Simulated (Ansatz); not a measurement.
System: thiophen-3-amine, C4H5NS, net charge 0, singlet state. 
Geometry from a B3LYP-D3(BJ)/def2-TZVP (Ansatz, a quantum-chemistry and plane-wave program) optimisation:
SMILES: c1sccc1N
```xyz
11

N     -2.0348    -1.2204     0.3367
C     -0.8331    -0.5416     0.1140
C      0.4311    -1.2084     0.0961
C      1.4777    -0.3509    -0.0665
S      0.9559     1.2775    -0.1913
C     -0.6975     0.8142    -0.0368
H     -2.8589    -0.7074     0.0634
H     -2.0530    -2.1567    -0.0386
H      0.5428    -2.2778     0.2097
H      2.5265    -0.5926    -0.1138
H     -1.4770     1.5578    -0.0571
```
Charge 0, spin multiplicity 1.

Basis-set convergence of Hartree-Fock and CCSD(T) correlation energies (hartree) with Ansatz. Correlated levels leave the core frozen unless marked. No spin-orbit coupling. No relativistic terms.

The Hartree-Fock reference is unstable (checked in the largest basis), which strains HF and MP2. 

| basis | functions | E(HF) | E(corr, CCSD(T)) |
|---|---|---|---|
| aug-cc-pV(D+d)Z | 192 | -606.37457 | -0.94602 |
| aug-cc-pV(T+d)Z | 400 | -606.43639 | -1.12200 |
| aug-cc-pV(Q+d)Z | 719 | -606.45192 | -1.17432 |

Extrapolating the two largest sets (X = 3 and 4) as X^-3: E(corr) = (64·(-1.17432) - 27·(-1.12200))/37 = -1.2125 Eh, an estimate of the basis-set limit. The largest set recovers 96.9 % of it, the smallest 78.0 %.
